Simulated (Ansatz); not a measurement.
Ansatz results at the PBE0-D4/def2-TZVP geometry: HOMO–LUMO gap (PBE0/def2-TZVPP) 5.95 eV; LUMO energy (PBE0/def2-TZVPP) -0.84 eV; HOMO–LUMO gap (ωB97M-V/def2-TZVPP) 10.12 eV.

Each molecule was computed in one conformer, which needn't be the lowest.

Q: Which molecule gave them?
A. `OC(F)[SiH2][SiH3]`
B. `CSS[SiH2][SiH3]`
C. `[SiH3][NH][SbH2]`
D. `CB1[SiH2]S1`

A: B. The others give `[SiH3][NH][SbH2]`: 6.42, -0.90, 10.35; `CB1[SiH2]S1`: 5.65, -1.34, 9.71; `OC(F)[SiH2][SiH3]`: 8.28, 0.02, 12.10.
